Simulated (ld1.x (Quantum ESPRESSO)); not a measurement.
Values are calculated unless marked as measured or tabulated.
## Pseudopotentials across the periodic table

Generated with ld1.x 7.5 (TM, RRKJ, ultrasoft, PAW), atompaw 4.2 or ONCVPSP 4.0.1. The cutoff is in Ry: for ld1.x and atompaw files where the sum of valence levels is converged to 10 mRy in a Bessel basis, for ONCV files where the hardest occupied wave has 1 mHa per electron of residual kinetic energy. The error is the largest all-electron minus pseudo excitation energy over each file’s own four to seven test configurations (ionisations up to +4, promotions, holes and added fractions of an electron), all of which were solved. The labels leave out finer settings (local radius, basis sizes, second energies), which also bear on the numbers. Spin-polarised tests are not counted. The rows are a selection from randomly drawn settings: files with unsolved tests, undetermined cutoffs or missed reference levels are left out.

A true bound ghost makes a file unfit for plane-wave use even where its test errors are small: the radial tests pick states by their node count and pass the ghost by.

| element | potential | cutoff (Ry) | largest error (meV) | bound ghosts |
| --- | --- | --- | --- | --- |
| Li | TM, PBE, scalar-relativistic, rc 3.60/4.20/4.20 (spd), local d, core correction yes, reference 2s0.5 2p0.5 | 6 | +5.4 | none |
| C | TM, LDA (PZ), non-relativistic, rc 1.35/2.20/1.75 (spd), local smoothed, core correction yes, reference 2s2 2p1 | 30 | +445 | none |
| V | TM, PBE, scalar-relativistic, rc 2.75/1.55/1.85 (spd), local d, core correction yes, reference 3p6 3d3 4s0 4p0 | 70 | -199 | s |
| Zn | TM, PBE, scalar-relativistic, rc 0.80/0.70/1.35 (spd), local smoothed, core correction no, reference 3s2 3p6 3d10 4s0 4p0 | 260 | +598 | none |
| Ga | PAW, LDA (PZ), scalar-relativistic, rc 2.00/2.05/2.05 (spd), local smoothed, core correction yes, reference 4s1.5 4p0 | 6 | -28 | d |
| Cd | TM, PBEsol, scalar-relativistic, rc 1.90/2.55/1.55/2.70 (spdf), local p, core correction no, reference 4d10 5s1 5p0 | 80 | -1076 | none |

Q: Fill in the row for Xe: TM, PBE, scalar-relativistic, rc 1.25/1.40/1.25 (spd), local smoothed, core correction yes, reference 4d10 5s2 5p6.

A: cutoff 160 Ry, largest error -519 meV, bound ghosts: s, p.

Q: Fill in the row for Tl: ultrasoft, PBE, scalar-relativistic, rc 2.40/2.40/2.40 (spd), local smoothed, core correction yes, reference 5d10 6s1.5 6p1.5.

A: cutoff 18 Ry, largest error -59 meV, bound ghosts: s.
